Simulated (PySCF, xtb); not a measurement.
CH3AlClFO, SMILES [Cl][Al]([O]C)[F].

GFN2-xTB (xtb) at its own geometry gives an orbital gap of 4.14 eV and a dipole moment of 2.24 D.

Geometry: B3LYP-D3(BJ)/def2-SVP. The structure was generated by enumeration; whether it is a known compound was not checked. Other conformers were not sampled.

### Question
What does HF/def2-TZVP run with PySCF give? (An estimate is asked for; the answer gives what the named calculation found.)

### Answer
gap 14.55 eV (levels -12.53 and 2.02 eV), dipole 2.02 D.
